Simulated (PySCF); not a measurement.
C₂H₇FOSi, SMILES CC[SiH](O)F. Geometry optimised at PBE-D3(BJ)/def2-SVP. The structure was generated by enumeration, and PubChem lists no compound with its InChIKey, so it may never have been made. Other conformers were not sampled.

Computed equilibrium geometry at PBE-D3(BJ)/def2-SVP (PySCF confirms it by a frequency run) as Cartesian coordinates in Å (one conformer of several):
```xyz
12

Si    -0.4420     0.3717     0.2409
O     -1.1999    -1.0196     0.7749
F     -1.4084     1.1600    -0.8300
C      1.1785     0.0139    -0.6369
C      2.1841    -0.7669     0.2221
H     -0.3008     1.2260     1.4584
H     -1.3058    -1.7207     0.1084
H      0.9425    -0.5384    -1.5743
H      1.6063     0.9851    -0.9702
H      2.4612    -0.2040     1.1376
H      3.1223    -0.9807    -0.3292
H      1.7614    -1.7364     0.5564
```
